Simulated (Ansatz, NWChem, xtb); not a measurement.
## Ligand exchange: SiH2F2 + SiH3(InH2) → SiH2(SiH3)F + InH2F

Species: SiH2F2 `F[SiH2]F`, singlet; SiH3(InH2), singlet; SiH2(SiH3)F, singlet; InH2F `[F][InH2]`, singlet. The partners trade F for SiH3: Si–F and In–SiH3 bonds give way to Si–SiH3 and In–F.

Shapes, held fixed at every level: PBE0-D4/def2-TZVP. Programs: Ansatz 0.2.0, xtb 6.7.1. Electronic energies: no zero-point or thermal term.

| level | kind | ΔE (kJ/mol) | less CCSD(T)/def2-TZVPP |
| --- | --- | --- | --- |
| GFN0-xTB | semi-empirical | +32.0 | -83.4 |
| SPW92/def2-TZVPP | LDA | +105.5 | -9.9 |
| PBE-D4/def2-TZVPP | GGA | +92.3 | -23.1 |
| B3LYP-D4/def2-TZVPP | global hybrid | +103.2 | -12.2 |
| r2SCAN0-D4/def2-TZVPP | global hybrid | +112.7 | -2.7 |
| wB97X-V/def2-TZVPP | range-separated hybrid | +101.6 | -13.8 |
| MP2/def2-SVP | perturbation theory | +103.0 | -12.4 |
| CCSD/def2-TZVPP | coupled cluster or CI | +118.0 | +2.6 |
| CCSD(T)/def2-TZVPP | coupled cluster or CI | +115.4 | 0.0 |

The highest level, CCSD(T)/def2-TZVPP, gives ΔE = +115.4 kJ/mol; the levels span +32.0 to +118.0. GFN0-xTB strays far from the other rows. The column of differences is taken from that level and isn't an error. No measured value is set beside it here. For atoms past krypton def2 sets carry core potentials with scalar relativity. Correlated rows may include outer-core shells of In, which these sets cover unevenly.
